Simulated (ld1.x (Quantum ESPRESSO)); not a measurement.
Varying the TM potential for Ti

Base potential:

ld1.x (Quantum ESPRESSO) 7.5 input, shortened:

```
&input
   title='Ti', zed=22., rel=1, dft='PZ', iswitch=3,
   config='[Ar] 3d2 4s1.75 4p0.25'
 /
 &inputp
   pseudotype=2, tm=.true., lloc=1,
   nlcc=.true., new_core_ps=.true., rcore=1.65
 /
3
4S  1  0   1.75   0.00  3.05  3.05  0.0
3D  3  2   2.00   0.00  2.40  2.40  0.0
3P  2  1   6.00   0.00  1.75  1.75  0.0
 &test
   configts(1)='3p6 3d2 4s1.75 4p0.25'
 /
```

Occupied shells without a wave of their own: 4p. They enter only through the test configuration that unscreens the potential, and ld1.x also counts them in the model core charge.

Cutoffs, loose and tight: the cutoffs (Ry, on a coarse ladder) from which the occupation-weighted sum of valence levels, in a spherical-Bessel basis at the reference potential, stays within 10 and 1 mRy of its value at 400 Ry. They do not see the model core or the augmentation charge, which bear on the density cutoff. Test errors are all-electron minus pseudo excitation energies from the reference, over the configurations 3p6 3d2 4s2 4p0; 3p6 3d2 4s1 4p0; 3p6 3d2 4s0 4p0; 3p6 3d1 4s2 4p0; 3p6 3d2 4s0 4p2; 3p6 3d2.5 4s1.5 4p0; 3p6 3d2 4s0 4p1 (two spin-polarised tests are not counted in the largest error). A dash means not determined; rows that change the core or the reference have their own tests.

With those shells counted twice in exchange and correlation these files are broken, and their errors move erratically; no question is asked of them.

A true bound ghost makes a file unfit for plane-wave use even where its test errors are small: the radial tests pick states by their node count and pass the ghost by.

| change | outcome | cutoff, loose | cutoff, tight | bound ghosts | largest test error (meV) |
| --- | --- | --- | --- | --- | --- |
| base | generated | 45 Ry | 80 Ry | s | -199 |
| wave 3p (bound): rc 1.75 bohr becomes 3p (bound): rc 1.14 bohr | generated | 80 Ry | 100 Ry | s | -197 |
| wave 3p (bound): rc 1.75 bohr becomes 3p (bound): rc 1.36 bohr | generated | 45 Ry | 80 Ry | s | -202 |
| wave 3p (bound): rc 1.75 bohr becomes 3p (bound): rc 1.56 bohr | generated | 45 Ry | 80 Ry | s | -204 |
| wave 3p (bound): rc 1.75 bohr becomes 3p (bound): rc 1.72 bohr | generated | 45 Ry | 80 Ry | s | -201 |
| wave 3p (bound): rc 1.75 bohr becomes 3p (bound): rc 1.94 bohr | generated | 40 Ry | 70 Ry | s | -181 |
| wave 3p (bound): rc 1.75 bohr becomes 3p (bound): rc 2.24 bohr | generated | 40 Ry | 60 Ry | s | -289 |
| wave 3p (bound): rc 1.75 bohr becomes 3p (bound): rc 2.42 bohr | generated, misses its reference levels by 0.20 eV | 40 Ry | 60 Ry | s | -493 |
| wave 3p (bound): rc 1.75 bohr becomes 3p (bound): rc 2.56 bohr | generated, misses its reference levels by 0.28 eV | 40 Ry | 55 Ry | s | -671 |

Reading the sweep of the p radius (base included, trends over the rows without a ghost): Bound ghosts are found at 1.14, 1.36, 1.56, 1.72, 1.75, 1.94, 2.24, 2.42, 2.56 bohr. Every judged row has one, so this setting neither creates nor removes them.
